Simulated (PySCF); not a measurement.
# Computed NMR parameters against published values

Bonds (- single, = double, # triple, : aromatic): N1#C2 1.146 Å, C2-S3 1.678 Å, S3-C4 1.778 Å, C4:C5 1.417 Å, C5:C6 1.355 Å, C6:S7 1.719 Å, S7:C8 1.716 Å, C8:C4 1.361 Å. C5 carries H9; C6 carries H10; C8 carries H11.

PySCF calculation with shieldings: GIAO PBE0/pcSseg-1 and structure optimised with GFN2-xTB; in vacuum, a single conformation, relativity neglected.

Reference values: estimated from measurements, as parent shift plus tabulated substituent increment (solution, not stated per compound (mostly CDCl3 or CCl4); Pretsch, Buehlmann, Badertscher, Structure Determination of Organic Compounds, 4th ed. (2009)).
```tsv
atoms	quantity	reference	computed	computed, scaled
H11	δ ¹H	7.45	6.92	6.61
H10	δ ¹H	7.25	7.41	7.08
H9	δ ¹H	7.01	7.52	7.18
```

Computed shifts are σ(ref) − σ with the named reference compound (TMS for H and C) calculated as an isolated molecule at the same level. The measured values may be among those fitted. Scaled to experiment by linear calibration (H and C: mostly CDCl3 data, vs TMS): ¹H: δ = 30.01 − 0.943σ (rms 0.17 ppm, 504 shifts, 0.18 ppm with the 4 outliers that the fit left out). Occasional misses reach two or three times the rms, and more in compound classes unlike the fitted ones.

Task: How far are the unscaled ¹H shifts from the references?

Result: Mean signed difference +0.05 ppm, mean absolute 0.40 ppm over 3 comparisons; the largest is -0.53 ppm at H11 (hydrogen on an aromatic CH next to the ring sulfur).
